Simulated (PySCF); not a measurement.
Two species compared at the same levels of theory.

First species: C5H11NOSi.
SMILES: `CC(C)(C)O[SiH2]C#N`

Second species: C3H11OPSi2.
Geometry (GFN2-xTB, Å), atoms numbered from 1 in this order:
```xyz
18
C3H11OPSi2 angstrom
C      1.1837    1.8048   -0.7356
Si     0.7239    0.2670    0.2869
P      2.4082   -0.3057    1.6511
C     -0.1509   -1.0926   -0.7554
C     -1.6532   -0.7836   -0.7091
Si    -2.0203    0.0400    0.9729
O     -0.5292    0.6323    1.2895
H      1.4729    2.6196   -0.0791
H      0.3488    2.1454   -1.3398
H      2.0197    1.5992   -1.3964
H      3.2806   -0.5757    0.6122
H      2.0500   -1.6381    1.7695
H      0.0295   -2.0673   -0.2971
H      0.2023   -1.1606   -1.7845
H     -1.8934   -0.0785   -1.5073
H     -2.2378   -1.6819   -0.9051
H     -2.3368   -0.9097    2.0345
H     -2.9069    1.1917    0.8813
```

Levels: PBE0/def2-SVPD for HOMO energy, LUMO energy, HOMO–LUMO gap and static isotropic polarisability; TDDFT PBE0/def2-SVPD for lowest singlet excitation; TDA PBE0/def2-SVPD for lowest triplet excitation (Tamm–Dancoff). Geometries: GFN2-xTB. Each species is one conformer at its optimised geometry, gas phase, non-relativistic unless stated. Electronic properties by PySCF.

The conformers computed, where there is a choice (atom-mapped SMILES and torsion angles):
- `[CH3:1][C:2]([CH3:3])([CH3:4])[O:5][SiH2:6][C:7]#[N:8]`: C1–C2–O5–Si6 81°, C2–O5–Si6–C7 -50°

The conformers of `C[Si@]1(P)CC[SiH2]O1` aren't listed.

| property | column X | column Y |
| --- | --- | --- |
| HOMO energy | -8.61 eV | -7.19 eV |
| LUMO energy | -0.82 eV | 0.16 eV |
| HOMO–LUMO gap | 7.79 eV | 7.35 eV |
| lowest singlet excitation | 6.47 eV | 6.34 eV |
| lowest triplet excitation (Tamm–Dancoff) | 5.84 eV | 5.62 eV |
| static isotropic polarisability | 90.2 au | 112.5 au |

(1) Which column belongs to which species?

(2) How does each property change from the first species to the second?

## Answers

(1) Column X is the first species and column Y the second. The first has 19 atoms and 70 electrons, the second 18 and 80.

(2) HOMO energy +1.42 eV; LUMO energy +0.98 eV; HOMO–LUMO gap -0.44 eV; lowest singlet excitation -0.13 eV; lowest triplet excitation (Tamm–Dancoff) -0.22 eV; static isotropic polarisability +22.3 au.

On the first: The polarisability is 13.36 Å³ as a volume (1 au = 0.148185 Å³), or 1.29 au for each of the 70 electrons. The 6 singlets span 6.47 to 7.58 eV, and their oscillator strengths add up to 0.05.

On the second: The 8 singlets span 6.34 to 7.42 eV, and their oscillator strengths add up to 0.45. The polarisability is 16.68 Å³ as a volume (1 au = 0.148185 Å³), or 1.41 au for each of the 80 electrons.
